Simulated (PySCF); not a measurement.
**LDA on Ce⁺ (cerium, charge +1)**

Configuration: [Xe] 4f2 5d1, one real determinant (an excited configuration). Computed with PySCF 2.14 in x2c-TZVPPall (11s7p7d4f2g, 113 functions), with the spin-free X2C one-electron Hamiltonian (Gaussian nucleus).

```json
{
 "Total energy": "-8852.07 hartree",
 "One-electron energy": "-12081.05 hartree",
 "Hartree (Coulomb) energy": "3433.95 hartree",
 "Exchange-correlation energy": "-204.97 hartree",
 "⟨S²⟩": "3.7503",
 "⟨L²⟩": "29.894",
 "Sum of ⟨r⟩": "38.04 bohr",
 "Sum of ⟨r²⟩": "56.01 bohr²",
 "Traceless quadrupole moment −½Σ⟨3z² − r²⟩ along its main axis": "-3.59 e·bohr²",
 "Langevin diamagnetic susceptibility": "-44.4 ×10⁻⁶ cm³/mol"
}
```

```tsv
shell	electrons	mean orbital energy (hartree)	spread (hartree)	rms radius, mean of both spins (bohr)
1s α	1	-1474.77772	0	0.0281
1s β	1	-1474.77768	0	0.0281
2s α	1	-236.12045	0	0.114
2s β	1	-236.11927	0	0.114
2p α	3	-211.85846	0.00016	0.102
2p β	3	-211.85755	0.00032	0.102
3s α	1	-50.72959	0	0.298
3s β	1	-50.71323	0	0.298
3p α	3	-42.98242	0.00326	0.298
3p β	3	-42.96628	0.00438	0.298
3d α	5	-31.81496	0.00405	0.276
3d β	5	-31.80182	0.01118	0.276
4s α	1	-10.18124	0	0.679
4s β	1	-10.13505	0	0.679
4p α	3	-7.65013	0.00426	0.722
4p β	3	-7.60347	0.00813	0.722
4d α	5	-3.97781	0.00628	0.809
4d β	5	-3.93059	0.03311	0.809
5s α	1	-1.54067	0	1.64
5s β	1	-1.50089	0	1.64
5p α	3	-0.92959	0.00769	1.94
5p β	3	-0.89307	0.01261	1.94
5d α	1	-0.24550	0	3.38
4f α	2	-0.19450	0.00308	1.49
```

⟨L²⟩ = 29.89 against 56 for a pure K term, so this real determinant mixes terms. Spin-orbit coupling, absent here, splits the open shell strongly.

Densities and radii are taken from the X2C orbitals without a picture-change correction, which distorts them close to the nucleus.
